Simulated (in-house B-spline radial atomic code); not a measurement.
Computed with a B-spline radial atomic code. Model: two electrons, singlet ground state, non-relativistic, full CI in B-splines with partial waves to l = 8 (at full coupling up to 3e-4 hartree above the limit, correlation up to 0.6 % small), density held at that of full coupling by Lieb maximisation.

W(λ) is the mean repulsion in the state of coupling λ less the Hartree energy of the fixed density. Its start is exact exchange, its initial slope is twice the second-order Görling-Levy correlation energy, and its area from 0 to 1 is E_xc. A straight curve means weak, dynamic correlation, and a curve that drops fast and flattens means strong correlation.

Command:
```bash
python run_ac.py task.json out
```
Settings (lengths in bohr, energies in hartree):
```
potential              coulomb
strength               1
lmax                   8
wall_radius            6
```

Run time, properties included: 4.6 s on 1 thread of Intel(R) Xeon(R) Processor @ 2.30GHz (shared host).

**W = mean repulsion less Hartree energy, and W of three functionals.**

Given: confinement point charge; nuclear charge 1; hard wall radius 6 bohr; external potential -Z/r.

Computed: LDA exchange minus exact 64.241 millihartree; PBE exchange minus exact 6.9449 millihartree.

| coupling | W xc (hartree) | W xc minus exchange (millihartree) | kinetic minus Kohn-Sham (millihartree) | LDA (PW92) W minus its exchange (millihartree) | PBE W minus its exchange (millihartree) | SCAN W minus its exchange (millihartree) |
| --- | --- | --- | --- | --- | --- | --- |
| 0 | -0.46263 | 0 | 0 | 0 | 0 | 0 |
| 0.02 | -0.46455 | -1.918 | 0.02 | -10.02 | -1.82 | -1.82 |
| 0.05 | -0.46735 | -4.724 | 0.12 | -19.83 | -4.58 | -4.44 |
| 0.12 | ? | ? | ? | ? | ? | ? |
| 0.25 | -0.48409 | -21.464 | 2.57 | -58.18 | -21.9 | -19.68 |
| 0.4 | -0.49476 | -32.133 | 6.02 | -76.68 | -33.26 | -29.27 |
| 0.6 | -0.507 | -44.374 | 12.11 | -95.62 | -46.43 | -40.32 |
| 0.8 | -0.51742 | -54.794 | 19.38 | -110.61 | -57.77 | -49.81 |
| 1 | -0.52639 | -63.757 | 27.42 | -123 | -67.65 | -58.08 |
| 1.4 | ? | ? | ? | ? | ? | ? |
| 2 | -0.55711 | -94.482 | 71.95 | -164.24 | -103 | -87.61 |
| 3 | -0.57502 | -112.39 | 116.01 | -188.91 | -125.38 | -105.91 |
| 4.5 | -0.59135 | -128.72 | 176.18 | -212.82 | -147.65 | -123.2 |
| 7 | -0.60672 | -144.08 | 262.6 | -237.2 | -170.76 | -139.44 |
| 10 | -0.61725 | -154.62 | 350.81 | -255.26 | -188.04 | -149.98 |

Task: What belongs in the row 0.12?

Result: W xc (hartree): -0.47358; W xc minus exchange (millihartree): -10.953; kinetic minus Kohn-Sham (millihartree): 0.64; LDA (PW92) W minus its exchange (millihartree): -36.42; PBE W minus its exchange (millihartree): -10.91; SCAN W minus its exchange (millihartree): -10.16.

Task: What belongs in the row 1.4?

Result: W xc (hartree): -0.54098; W xc minus exchange (millihartree): -78.353; kinetic minus Kohn-Sham (millihartree): 44.81; LDA (PW92) W minus its exchange (millihartree): -142.65; PBE W minus its exchange (millihartree): -84.09; SCAN W minus its exchange (millihartree): -71.85.

Task: What is the SCAN exchange minus exact?

Result: -1.8936 millihartree.

**Energy parts, natural occupations and partial-wave weights.**

Computed: total energy -0.4957 hartree; exchange energy -0.46263 hartree; initial slope twice GL2 -0.096875 hartree; kinetic part over minus potential part 0.43011; Hartree energy 0.92526 hartree; Kohn-Sham kinetic 0.59925 hartree; Lieb Oxford ratio E_xc over LDA exchange 1.2525.

| natural | occupation of the shell (electrons) |
| --- | --- |
| s | 1.9441 |
| p | 0.030261 |
| s | 0.023886 |
| d | ? |
| p | 0.00054006 |
| s | 0.00015548 |

Task: What belongs in the row d?

Result: occupation of the shell (electrons): 0.00082396.

| wave | weight |
| --- | --- |
| s | 0.98406 |
| p | 0.015419 |
| d | ? |
| f | 5.4269e-05 |
| g | 1.1768e-05 |

Task: What belongs in the row d?

Result: weight: 0.00044838.

Task: What is the correlation energy?

Result: -0.036334 hartree.

Task: What is the kinetic part of the DFT correlation energy?

Result: 0.027422 hartree.

Half-way to full coupling W has made 60 % of its drop, against 50 % for a straight line, and second-order (GL2) theory, half the initial slope, overshoots the correlation energy by about 33 %: a marked bend. Over couplings 0 to 1 the errors in E_xc come to about +20 millihartree for LDA, +5.3 millihartree for PBE, +1.3 millihartree for SCAN, so SCAN is nearest. In LDA and PBE and SCAN the errors of exchange and correlation have opposite signs, so the sum is smaller than the larger of the two.
